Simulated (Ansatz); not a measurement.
Reaction (ligand exchange at a B–C bond): `C=CB(F)F` + H₂Se → `FB(F)[SeH]` + ethylene

Isolated molecules relaxed with PBE0-D4/def2-TZVP in Ansatz; ΔE leaves out vibrations. CBS: MP2 limit from def2 TZ/QZ plus the TZ coupled-cluster correction, frozen cores. This one scheme is used for every species. Functionals use def2-TZVPP. HSE06 is defined as in plane-wave codes. For Se outer-core shells are correlated without core-valence functions, which leaves a few kJ/mol of doubt a bond. Scalar relativity is left out up to krypton. Each species was taken in one conformer, which may not be the lowest.

`C=CB(F)F`:

Z-matrix (Å, degrees):
```
C
C 1 1.332
H 1 1.086 2 122.4
H 1 1.086 2 121.1 3 -180.0
B 2 1.543 1 121.6 3 180.0
H 2 1.087 1 119.2 3 0.0
F 5 1.323 2 121.8 1 0.0
F 5 1.322 2 121.7 1 -180.0
```

H₂Se:

```xyz
3

Se   -0.287   -0.371   -0.498
H     1.094   -0.115   -0.074
H    -0.807    0.486    0.573
```

`FB(F)[SeH]`:

Z-matrix (Å, degrees):
```
B
F 1 1.317
Se 1 1.941 2 119.0
F 1 1.317 2 118.4 3 -180.0
H 3 1.467 1 93.2 2 180.0
```

`C=C`:

Z-matrix (Å, degrees):
```
C
C 1 1.323
H 1 1.085 2 121.7
H 1 1.085 2 121.7 3 -180.0
H 2 1.085 1 121.7 3 -0.0
H 2 1.085 1 121.7 3 -180.0
```

```json
{"level": "r2SCAN", "ΔE (kJ/mol)": "-30.0"}
{"level": "HSE06", "ΔE (kJ/mol)": "-28.9"}
```

(1) What does CCSD(T)/CBS give? (Best estimate.)

(2) What do rigid-rotor, harmonic-oscillator terms from PBE0-D4/def2-TZVP frequencies (298.15 K, 1 bar) make of the CCSD(T)/CBS value? (Best estimate.)

Largest T1 diagnostic among the species: 0.013.

Results:

(1) Computed: -29.1 kJ/mol. The listed levels differ from it by -0.9, 0.2 kJ/mol.

(2) Ansatz gave: ΔZPE = +7.8 kJ/mol, ΔH = -22.6 kJ/mol, ΔS = -4 J/(mol·K), ΔG = -21.4 kJ/mol.

At CCSD(T), def2-SVP lies +6.5 kJ/mol from the extrapolated value and def2-TZVPP +1.1 kJ/mol. From BLYP to BHLYP (50 % exact exchange), in def2-TZVPP and without D4, ΔE moves by +4.7 kJ/mol. In def2-TZVPP, CCSD(T) changes the Hartree–Fock value by −8.1 kJ/mol (the triples alone add −1.4 kJ/mol) and MP2 by −12.0 kJ/mol.
